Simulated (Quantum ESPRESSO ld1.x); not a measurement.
The numbers below are computed, except where a source is named.
Task: The table gives one normalised radial function P(r) = r R(r) of Pt in [Xe] 4f14 5d9 6f1 (r in bohr). Code: ld1.x of Quantum ESPRESSO 7.5. Model: non-relativistic Kohn-Sham, LDA (Slater exchange, VWN5 correlation), spin-polarised, spherical densities, point nucleus; open shells are filled with parallel spins first (spin-orbit coupling, left out, can overturn this in heavy ions); relativity is left out, which matters for an element this heavy.

r           P
0.005109   0.0004
0.007471   0.0012
0.01082    0.0034
0.01582    0.0093
0.0229     0.0236
0.03348    0.0566
0.04896    0.1198
0.07088    0.2087
0.1037     0.2755
0.1501     0.2006
0.2194    -0.0930
0.3209    -0.3903
0.4645    -0.2816
0.6793     0.2712
0.9933     0.7735
1.438      0.8326
2.103      0.5672
3.044      0.2679
4.452      0.0768
6.51       0.0112
9.424      0.0007
13.78      0.0000
20.15      0.0000
29.17      0.0000
42.66      0.0000
61.76      0.0000
90.31      0.0000

Which n and l does it have? It may be an empty orbital.

Result: n = 5, l = 2: the number of nodes gives n - l - 1 = 2, the rise at small r (about r^(l+1)) gives l, and the extent must fit the shell. The curve is that of 5d up; the table hardly tells the two spins apart. 5d up: eigenvalue -14.154 eV, 2 radial nodes at r = 0.199, 0.576 bohr, <r> = 1.61 bohr, 90 % of the charge inside 2.53 bohr.
